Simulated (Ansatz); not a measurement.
F5Si− (`F[Si-](F)(F)(F)F`), relaxed with RKS PBE0-D4/def2-TZVPD in the Gaussian-basis code of Ansatz from a GFN2-xTB geometry. The force threshold is 0.005 eV/Å; the program also tests the step.

Charge -1, multiplicity 1.

Start:

```xyz
6

F    -1.527    0.637   -0.009
Si    0.001    0.001    0.000
F    -0.015   -0.011    1.629
F     0.546    1.302   -0.814
F     1.530   -0.629    0.011
F    -0.534   -1.300   -0.817
```

Problem. By how much does the energy fall, and how many steps does the optimiser take? (Best estimate.)

Solution. The calculation gave: 0.12 kcal/mol, in 3 steps.

Problem. Which bonds change most? (Estimate.)

Solution. Computed: Si2–F5 from 1.654 to 1.669 Å; F1–Si2 from 1.655 to 1.669 Å; Si2–F3 from 1.629 to 1.627 Å; Si2–F4 from 1.629 to 1.627 Å.

Problem. Give the relaxed structure. (Best estimate.)

Solution. The calculation gave: 
```xyz
6

F    -1.541    0.639   -0.010
Si    0.000    0.000    0.000
F    -0.012   -0.003    1.627
F     0.546    1.303   -0.808
F     1.542   -0.639    0.010
F    -0.534   -1.300   -0.820
```
